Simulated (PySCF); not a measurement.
Compound: B2H6NP.
SMILES: `BPBN`

Method: MP2 and CCSD/aug-cc-pVDZ in PySCF, restricted Hartree–Fock reference, frozen core, non-relativistic, gas phase, PBE0-D3(BJ)/def2-SVP geometry.

E(HF) = -448.09456 Eh.

Problem. How large is the problem?

Solution. 150 basis functions and 38 electrons; 8 orbitals frozen, which leaves o = 11 correlated occupied and v = 131 virtual orbitals. That is o·v = 1441 singles and o·v(o·v + 1)/2 = 1038961 distinct closed-shell doubles amplitudes before symmetry; the costliest CCSD step grows as o²v⁴ = 3.6 × 10^10.

Problem. What are the MP2 and CCSD correlation energies?

Solution. MP2 -0.4870 Eh and CCSD -0.5404 Eh, which gives totals of -448.58155 and -448.63496 Eh. That is 0.668 eV for each correlated electron at CCSD (1419 kJ/mol in all, 0.120 % of the total energy); MP2 gives 90.1 % of the CCSD value.

Problem. What is the T1 diagnostic?

Solution. 0.0169, below the customary warning level of 0.02. It is the norm of the spatial-orbital singles amplitudes over the root of the number of correlated electrons, so the norm is 0.079.

Problem. How does correlation change the dipole moment?

Solution. HF gives 1.90 D and CCSD (unrelaxed density) 2.13 D, a change of +0.23 D; the two vectors are 9° apart.

Connected triples and the basis-set limit are missing.

The job also held the EOM ionisation roots. Time: 2.9 min wall; peak memory 2.6 GiB. Hardware: Intel Xeon Platinum 8259CL at 2.50 GHz, one thread (shared host).

The values belong to the conformer `[BH2:1][PH:2][BH:3][NH2:4]`: B1–P2–B3–N4 -27°, H–N4–B3–P2 -178°, H–N4–B3–P2 3°.
